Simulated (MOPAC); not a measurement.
Job for MOPAC: PM7 on H2OSSn (SMILES [OH][Sn][SH]), a point of a torsion scan.

```
PM7 1SCF PRECISE CHARGE=0 THREADS=1
H2OSSn

O     -1.57563224 1     0.29154099 1    -0.31110622 1
Sn    -0.23630904 1    -0.70704318 1    -1.43113686 1
S     -1.34544030 1    -2.91010071 1    -1.50757317 1
H     -2.21205508 1     0.12856326 1     0.38040628 1
H     -2.43497709 1    -2.54039637 1    -0.85438079 1
```

Output:

```
*******************************************************************************
 **                                                                           **
 **                              MOPAC v23.2.5                                **
 **                                                                           **
 *******************************************************************************
 ** MOPAC's Digital Object Identifier: https://doi.org/10.5281/zenodo.6511958 **
 **                                                                           **
 ** Please cite the open-source release paper for use of this MOPAC version:  **
 ** J. E. Moussa and J. J. P. Stewart (2026)                                  **
 ** MOPAC: An open-source semiempirical molecular orbital program             **
 ** J. Open Source Softw., 11(119), 8025, https://doi.org/10.21105/joss.08025 **
 *******************************************************************************

                              PM7 CALCULATION RESULTS

 *******************************************************************************
 *  PM7        - The PM7 Hamiltonian to be used
 *
 *
 *
 *                 CHARGE ON SYSTEM = 0
 *
 *
 *
 *  PRECISE    - TIGHTER CRITERIA TO BE USED
 *  1SCF       - DO 1 SCF AND THEN STOP
 *  THREADS=1  - MULTI-THREADING NOT USED
 *  T=         - A TIME OF 172800.0 SECONDS REQUESTED
 *  DUMP=N     - RESTART FILE WRITTEN EVERY 7200.0 SECONDS REQUESTED
 *******************************************************************************
PM7 1SCF PRECISE CHARGE=0 THREADS=1
 H2OSSn

   ATOM   CHEMICAL          X               Y               Z
  NUMBER   SYMBOL      (ANGSTROMS)     (ANGSTROMS)     (ANGSTROMS)

     1       O         -1.57563224  *   0.29154099  *  -0.31110622  *
     2      Sn         -0.23630904  *  -0.70704318  *  -1.43113686  *
     3       S         -1.34544030  *  -2.91010071  *  -1.50757317  *
     4       H         -2.21205508  *   0.12856326  *   0.38040628  *
     5       H         -2.43497709  *  -2.54039637  *  -0.85438079  *



          CARTESIAN COORDINATES

    NO.       ATOM           X           Y           Z

     1         O         -1.5756      0.2915     -0.3111
     2        Sn         -0.2363     -0.7070     -1.4311
     3         S         -1.3454     -2.9101     -1.5076
     4         H         -2.2121      0.1286      0.3804
     5         H         -2.4350     -2.5404     -0.8544

 General Reference for PM7:
 "Optimization of Parameters for Semiempirical Methods VI: More Modifications to the
 NDDO Approximations and Re-optimization of Parameters", J. J. P. Stewart, J. Mol. Mod., 1:32, 19 (2013)
 https://link.springer.com/article/10.1007/s00894-012-1667-x

           Empirical Formula: H2 O Sn S  =     5 atoms



      MOLECULAR POINT GROUP   :   C1


      RHF CALCULATION, NO. OF DOUBLY OCCUPIED LEVELS = 9


 -------------------------------------------------------------------------------
 PM7 1SCF PRECISE CHARGE=0 THREADS=1
 H2OSSn



     1SCF WAS SPECIFIED, SO BFGS WAS NOT USED
     SCF FIELD WAS ACHIEVED


                              PM7 CALCULATION
                                                       MOPAC v23.2.5 Linux




          FINAL HEAT OF FORMATION =        -40.49377 KCAL/MOL =    -169.42594 KJ/MOL


          COSMO AREA              =        118.74 SQUARE ANGSTROMS
          COSMO VOLUME            =        109.51 CUBIC ANGSTROMS

          IONIZATION POTENTIAL    =          9.360961 EV
          HOMO LUMO ENERGIES (EV) =         -9.361 -0.705
          NO. OF FILLED LEVELS    =          9
          MOLECULAR WEIGHT        =        168.7652         POINT GROUP:  C1

          MOLECULAR DIMENSIONS (Angstroms)

            Atom       Atom       Distance
            H     4    S     3     3.68089
           Sn     2    H     5     2.83513
            S     3    O     1     0.28704


          SCF CALCULATIONS        =          1





   ATOM   CHEMICAL          X               Y               Z
  NUMBER   SYMBOL      (ANGSTROMS)     (ANGSTROMS)     (ANGSTROMS)

     1       O         -1.57563224  *   0.29154099  *  -0.31110622  *
     2      Sn         -0.23630904  *  -0.70704318  *  -1.43113686  *
     3       S         -1.34544030  *  -2.91010071  *  -1.50757317  *
     4       H         -2.21205508  *   0.12856326  *   0.38040628  *
     5       H         -2.43497709  *  -2.54039637  *  -0.85438079  *

                             CARTESIAN COORDINATES

   1    O       -1.575632240     0.291540990    -0.311106220
   2   Sn       -0.236309040    -0.707043180    -1.431136860
   3    S       -1.345440300    -2.910100710    -1.507573170
   4    H       -2.212055080     0.128563260     0.380406280
   5    H       -2.434977090    -2.540396370    -0.854380790


           Empirical Formula: H2 O Sn S  =     5 atoms



      MOLECULAR POINT GROUP   :   C1


                  EIGENVALUES
 -26.96125 -26.22033 -17.07134 -13.40054 -12.82829 -12.39039 -10.96360 -10.02085
  -9.36096  -0.70536  -0.21040  -0.08937  -0.07153  -0.00545   0.58278   0.84038
   1.59340   3.41565   6.27660


              NET ATOMIC CHARGES AND DIPOLE CONTRIBUTIONS

  ATOM NO.   TYPE          CHARGE      No. of ELECS.   s-Pop       p-Pop       d-Pop
    1          O          -0.966018        6.9660     1.75452     5.21150
    2         Sn           0.924686        3.0753     1.72391     1.35141
    3          S          -0.530454        6.5305     1.89731     4.51641     0.11673
    4          H           0.400854        0.5991     0.59915
    5          H           0.170931        0.8291     0.82907
 DIPOLE           X         Y         Z       TOTAL
 POINT-CHG.     3.431     1.083    -1.041     3.746
 HYBRID        -4.371    -0.098     2.513     5.043
 SUM           -0.940     0.985     1.472     2.005


          ATOMIC ORBITAL ELECTRON POPULATIONS

     Atom    s        px        py        pz      x^2-y^2     xz        z^2       yz        xy
    1  O   1.75452   1.69156   1.84701   1.67293
    2 Sn   1.72391   0.61602   0.46011   0.27527
    3  S   1.89731   1.29481   1.48626   1.73533   0.02864   0.03921   0.00922   0.01388   0.02579
    4  H   0.59915
    5  H   0.82907

 **********************
 *                    *
 * JOB ENDED NORMALLY *
 *                    *
 **********************




 == MOPAC DONE ==
```

The run finished.

Cost: around 0.03 core-seconds (rough).
